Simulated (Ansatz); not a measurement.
Program: Ansatz. Geometries: PBE0-D4/def2-TZVP. ΔE: electronic, gas phase. CBS: MP2 limit from def2 TZ/QZ plus the TZ coupled-cluster correction, frozen cores. Functionals use def2-TZVPP. For Se outer-core shells are correlated without core-valence functions, which leaves a few kJ/mol of doubt a bond. Scalar relativity is left out up to krypton. One conformer a species, not always the lowest.

`[SeH][SiH2][SeH]` + `BC=C` → `C=CB[SeH]` + `[SiH3][SeH]`  (formal exchange of groups at the Se–Si bond)

`[SeH][SiH2][SeH]`:

```xyz
7

Se   -1.547   -0.593   -1.103
Si   -0.155    0.616    0.228
Se    1.804   -0.426    0.726
H    -0.526   -0.760   -2.147
H     0.277    1.885   -0.405
H    -0.977    0.888    1.432
H     1.124   -1.609    1.269
```

`BC=C`:

```xyz
8

B     0.337    1.215    0.247
C     0.031   -0.060   -0.551
C    -0.354   -1.179    0.076
H     0.224    1.188    1.440
H     0.683    2.229   -0.286
H     0.117   -0.091   -1.636
H    -0.455   -1.199    1.158
H    -0.581   -2.103   -0.449
```

`C=CB[SeH]`:

```xyz
9

C     1.424    0.658    0.446
C     0.449   -0.205    0.144
B    -0.935    0.291   -0.296
Se   -2.396   -0.861   -0.753
H     1.259    1.730    0.387
H     2.414    0.337    0.760
H     0.667   -1.269    0.219
H    -1.183    1.457   -0.379
H    -1.701   -2.138   -0.528
```

`[SiH3][SeH]`:

Z-matrix (Å, degrees):
```
Si
Se 1 2.279
H 1 1.484 2 111.4
H 1 1.484 2 111.5 3 -122.1
H 1 1.483 2 104.9 3 119.0
H 2 1.469 1 93.0 3 60.4
```

```
           species  PBE-D4 energy (Eh)
`[SeH][SiH2][SeH]`         -5094.19586
            `BC=C`          -103.89916
       `C=CB[SeH]`         -2505.14952
     `[SiH3][SeH]`         -2692.95746
```

Task: Work out ΔE.

Result: ΔE = (-2505.14952) + (-2692.95746) − (-5094.19586) − (-103.89916) = -0.01196 Eh = -31.4 kJ/mol. CCSD(T)/CBS gives -25.6 kJ/mol.

Largest T1 diagnostic among the species: 0.013.

From r2SCAN to r2SCAN0 (25 % exact exchange), in def2-TZVPP and without D4, ΔE moves by +3.3 kJ/mol. At CCSD(T), def2-SVP lies −15.0 kJ/mol from the extrapolated value and def2-TZVPP −5.5 kJ/mol.
